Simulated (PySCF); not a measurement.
## SiAs⁺: energy against distance

Set-up: basis Si cc-pV(D+d)Z, As cc-pVDZ-PP with ECP10; scalar-relativistic core potentials; PySCF 2.14. Energies in eV from Si⁺ + As in their ground configurations at the same level. State: ³Σ⁻ (triplet), unpaired electrons π ↑↑.

All columns are PW91. A positive dipole points towards As; it is taken about the centre of mass and depends on that origin.

```
R (Å)  E (eV)  μ (D)  Mulliken charge on Si (basis-dependent)  HOMO (eV)  LUMO (eV)  Mayer bond order  ⟨S²⟩
2.007  -2.160  -2.02                                     0.50     -12.11     -12.39              1.74  2.00
2.101  -2.753  -2.32                                     0.53     -12.11     -12.07              1.74  2.00
2.194  -3.095  -2.63                                     0.55     -12.09     -11.78              1.73  2.00
2.264  -3.230  -2.86                                     0.57     -12.06     -11.58              1.73  2.00
2.334  -3.287  -3.09                                     0.58     -12.03     -11.40              1.73  2.00
2.404  -3.284  -3.33                                     0.59     -11.98     -11.23              1.72  2.00
2.497  -3.212  -3.64                                     0.60     -11.91     -11.03              1.72  2.00
2.614  -3.045  -4.01                                     0.62     -11.80     -10.80              1.71  2.01
2.754  -2.777  -4.44                                     0.63     -11.66     -10.58              1.69  2.01
2.941  -2.369  -4.99                                     0.64     -11.45     -10.37              1.66  2.01
```

A fit through these points gives, at Re = 2.365 Å, μ = -3.20 D and dμ/dR = -3.34 D/Å; the reduced mass is 20.37 u.

How strong is the fundamental in the double-harmonic approximation, I = 42.26·(dμ/dR)²/μred km/mol?

I = 42.26·(-3.34)²/20.37 = 23.1 km/mol at PW91.

Spin–orbit coupling is left out. For an ion De counts to the pair picked by the measured ionisation energies or electron affinities, which need not be the lowest pair at this level. The state is the lowest determinant that a PBE0 search found; another state may lie lower at other levels.

At some distances an empty level lies below a filled one, because the occupation is held.
